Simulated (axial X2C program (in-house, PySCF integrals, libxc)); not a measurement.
Photoelectron levels of SbP by EOM-IP-CCSD

Calculated with an axial X2C code built on PySCF integrals: two-component X2C with atomic mean-field Coulomb and Gaunt terms, Gaussian nuclei, basis Sb dyall-cv3z, P dyall-v3z with contracted cores.

R = 2.192 Å (near the PBE0 minimum at charge 0 of the determinant lowest at the starting distance; the state shown can have its own minimum elsewhere).

Vertical ionisation energies of SbP to the states of SbP⁺:

```
Ω of SbP⁺  vertical IE (eV)  above lowest (cm⁻¹)                  ionised spinor  one-hole weight
      3/2             9.400                    0             57% P pπ, 36% Sb pπ             0.96
      1/2             9.532                 1063   36% Sb pπ, 33% P pπ, 13% P pσ             0.96
      1/2             9.864                 3744  33% P pσ, 27% Sb pσ, 18% Sb pπ             0.95
```

This point took 33 s on 1 thread of Arm Neoverse N1, on a shared host.

Reference electrons by ω block (each with its −ω partner): 1/2: 22, 3/2: 9, 5/2: 2. 20 electrons of SbP correlated (inner shells frozen), 82 natural virtual spinors (a truncated set); levels can be off by some tenths of an eV. Roots sought by Ω: (1/2: 4, 3/2: 3, 5/2: 1); rows need 60 % one-particle weight and stop where some Ω has no more roots. Missing are any skipped roots, higher Ω and states of a further excitation; these come out far too high here and may in truth be low or lowest. T1 of the reference 0.020 (Lee–Taylor). Number of frozen shells: Sb 4 s, 3 p, 1 d; P 2 s, 1 p.
